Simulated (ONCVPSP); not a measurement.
Varying the ONCV potential for Be (Z = 4)

Base potential:

| Quantity | Value |
| --- | --- |
| Element | Be |
| Generator | ONCVPSP 4.0.1 |
| Type | optimised norm-conserving Vanderbilt (ONCV) |
| Functional | PBE |
| Relativity | scalar-relativistic |
| Frozen core | none |
| Valence charge | 4 |
| Reference configuration | 1s2 2s2 |
| Partial waves | 1s+2s: rc 0.95 bohr, ncon 5, nbas 8, qcut 10.2 1/bohr, 2 projectors; p scattering state at 0.14 Ha: rc 0.85 bohr, ncon 3, nbas 7, qcut 9.2 1/bohr, 2 projectors, debl 0.8 Ha; d scattering state at 0.41 Ha: rc 0.85 bohr, ncon 3, nbas 8, qcut 12.2 1/bohr, 2 projectors, debl 3.7 Ha |
| Local potential | polynomial inside 0.75 bohr (lpopt 5, dvloc0 0 Ha) |
| Core correction | none |

Cutoffs, loose and tight: the cutoffs (Ha) at which the residual kinetic energy of the hardest occupied pseudo-wave falls to 1 and 0.1 mHa per electron. They do not see the model core or the augmentation charge, which bear on the density cutoff. Test errors are all-electron minus pseudo excitation energies from the reference, over the configurations 1s2 2s1; 1s2 2s0; 1s2 2s1.5; 1s2 2s1 2p1. A dash means not determined; rows that change the core or the reference have their own tests.

| change | outcome | cutoff, loose | cutoff, tight | bound ghosts | GHOST(+) flags above zero | largest test error (meV) |
| --- | --- | --- | --- | --- | --- | --- |
| base | generated | 128 Ha | 180 Ha | none | none | +5.6 |
| p: rc 0.72; local potential polynomial inside 0.72 bohr (lpopt 5, dvloc0 0 Ha) | generated | 128 Ha | 180 Ha | none | p | +5.6 |
| local potential polynomial inside 0.80 bohr (lpopt 5, dvloc0 4 Ha) | generated | 128 Ha | 180 Ha | none | none | +5.6 |
| p: ncon 5, nbas 9 | generated | 128 Ha | 180 Ha | none | p | +5.6 |
| p: nbas 6 | generated | 128 Ha | 180 Ha | none | none | +5.6 |
| local potential polynomial inside 0.75 bohr (lpopt 5, dvloc0 -1 Ha) | generated | 128 Ha | 180 Ha | none | none | +5.6 |
| all radii scaled by about 1.13 (s 1.08, p 0.96, d 0.96 bohr); local potential polynomial inside 0.84 bohr (lpopt 5, dvloc0 0 Ha) | generated | 51 Ha | 127 Ha | none | none | +5.1 |

(1) What comes out with this change to the base: functional LDA (Perdew-Zunger)?

Results:

(1) outcome: generated; cutoff, loose: 126 Ha; cutoff, tight: 180 Ha; bound ghosts: none; GHOST(+) flags above zero: none; largest test error (meV): +5.2.
